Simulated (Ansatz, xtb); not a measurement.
C5H8AlN: which of two isomers lies lower

We compare X, `C=C[CH2][Al]([CH3])[C]#N`, a singlet, with Y, `C=[CH][Al]([CH3])[CH2]C#N`, a singlet. Both are isolated molecules in the gas phase, relaxed with r2SCAN-D4/def2-SVP; each stands in its lowest conformer found.

**Question.** Estimate which is lower in electronic energy at CCSD(T)/def2-SVP + ΔMP2/def2-TZVPP, and by roughly how much.

**Answer.** The CCSD(T)/def2-SVP + ΔMP2/def2-TZVPP calculation puts structure X lower, by 0.366 eV.

The same difference at several levels:

```
                             level            geometry  E(Y) − E(X) (eV)  departure from the last row (eV)  job, with rough time for the two
                r2SCAN-D4/def2-SVP  r2SCAN-D4/def2-SVP              +0.286                            −0.080              optimisation, 14 min
                       HF/def2-SVP  r2SCAN-D4/def2-SVP              +0.399                            +0.033           part of the CCSD(T) run
                      MP2/def2-SVP  r2SCAN-D4/def2-SVP              +0.400                            +0.034           part of the CCSD(T) run
                  CCSD(T)/def2-SVP  r2SCAN-D4/def2-SVP              +0.397                            +0.031                      single point
CCSD(T)/def2-SVP + ΔMP2/def2-TZVPP  r2SCAN-D4/def2-SVP              +0.366                                               single point, 4.1 min
```

As drawn, both hold the same kinds of bond in the same numbers.

None of the levels shown reverses the order. The largest departure from CCSD(T)/def2-SVP + ΔMP2/def2-TZVPP is that of r2SCAN-D4/def2-SVP, 0.080 eV. Levels run at GFN2-xTB geometries aren't shown. The last row adds to CCSD(T) the change of the MP2 difference between the two basis sets, here −0.031 eV.

With thermal terms from frequencies at re-optimised GFN2-xTB minima (ideal gas, soft modes damped towards free rotors, one conformer each, 298.15 K, 1 atm): the zero-point term adds −0.024 eV; ΔH is +0.341 and ΔG +0.347 eV.

The correlated steps freeze 11 core orbitals. Run with Ansatz 0.2.0, xtb 6.7.1; the last row on 2 threads of AMD EPYC (Zen 3) on a shared host.
